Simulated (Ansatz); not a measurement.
HClO (SMILES OCl), singlet, at a GFN2-xTB geometry, atoms displaced at random by about 0.02 Å a coordinate; PBE/def2-SVP (Ansatz, a program for electronic structure).

Ansatz was given this input:
Ansatz 0.2 input:
```yaml
crystal:
  periodic: [false, false, false]
  atoms:
    - {symbol: O, position_ang: [-0.00229892, 1.10117240, -0.00477292]}
    - {symbol: H, position_ang: [-0.92941921, 1.32884161, -0.04866170]}
    - {symbol: Cl, position_ang: [0.05432407, -0.59215025, -0.01669437]}
basis:
  gaussian:
    orbitals: def2-SVP
hamiltonian:
  xc: pbe
relax: {f_tol: 0.1}
```

What the program printed (banner, timings and long lists left out):

```
Functional definition: PBE
396 factors; their error is unknown
mean field evaluation 1: about -14567.7780 eV, gradient 4.4e1 eV
mean field evaluation 2: about -14553.2299 eV, gradient 9.2e1 eV
mean field evaluation 4: about -14571.1254 eV, gradient 3.1e0 eV
mean field evaluation 8: about -14571.1323 eV, gradient 1.9e-2 eV
mean field -14571.13229537 eV, -535.4792351867 hartree, gradient 1.6e-5 eV, S^2 0.000000; 0 other end points of the search recorded, 0 dependent functions left out
the calculation of the forces begins
reference -14571.13231095 eV, -535.4792357592 hartree; 13, 13 occupied and 24, 24 virtual orbitals, 396 factors
relax step   1: F+E_penalty+E_count = -14571.13229537 eV  Δ(F+E_penalty+E_count) = +0.000e0 eV  max|allowed force component| = 1.447e0 eV/Å  Δτ_max = 0.0000 Å  (24 SCF iters, accepted)
these checks for a lower state are left out or cut short: starts, cluster_reference, orbital_swaps, neighbouring_geometries, increment
396 factors; their error is unknown
mean field evaluation 16: about -14571.1721 eV, gradient 1.4e0 eV
mean field -14571.15872831 eV, -535.4802065794 hartree, gradient 3.2e-5 eV, S^2 0.000000; 0 other end points of the search recorded, 0 dependent functions left out
the calculation of the forces begins
reference -14571.15874390 eV, -535.4802071523 hartree; 13, 13 occupied and 24, 24 virtual orbitals, 396 factors
relax step   2: F+E_penalty+E_count = -14571.15872831 eV  Δ(F+E_penalty+E_count) = -2.643e-2 eV  max|allowed force component| = 5.662e-1 eV/Å  Δτ_max = 0.0154 Å  (23 SCF iters, accepted)
these checks for a lower state are left out or cut short: starts, cluster_reference, orbital_swaps, neighbouring_geometries, increment
396 factors; their error is unknown
mean field -14571.16946042 eV, -535.4806009770 hartree, gradient 3.7e-5 eV, S^2 0.000000; 0 other end points of the search recorded, 0 dependent functions left out
the calculation of the forces begins
reference -14571.16947605 eV, -535.4806015516 hartree; 13, 13 occupied and 24, 24 virtual orbitals, 396 factors
relax step   3: F+E_penalty+E_count = -14571.16946042 eV  Δ(F+E_penalty+E_count) = -1.073e-2 eV  max|allowed force component| = 6.895e-2 eV/Å  Δτ_max = 0.0197 Å  (22 SCF iters, accepted)
396 factors; their error is unknown
mean field evaluation 32: about -14571.0093 eV, gradient 8.3e0 eV
mean field -14571.16946042 eV, -535.4806009770 hartree, gradient 3.7e-5 eV, S^2 0.000000; 1 other end points of the search recorded, 0 dependent functions left out
the calculation of the forces begins
reference -14571.16947605 eV, -535.4806015516 hartree; 13, 13 occupied and 24, 24 virtual orbitals, 396 factors
Total energy: -14571.16947605 eV, -535.4806015516 hartree
Atom 0 at     0.020581     1.126167    -0.003424 Å, force    -0.044199     0.060455    -0.001661 eV/Å
Atom 1 at    -0.943185     1.315108    -0.049462 Å, force     0.068945    -0.057988     0.002907 eV/Å
Atom 2 at     0.045210    -0.603412    -0.017243 Å, force    -0.024746    -0.002467    -0.001246 eV/Å
Dipole moment:    -0.341676     0.023117    -0.016703 e Å
```
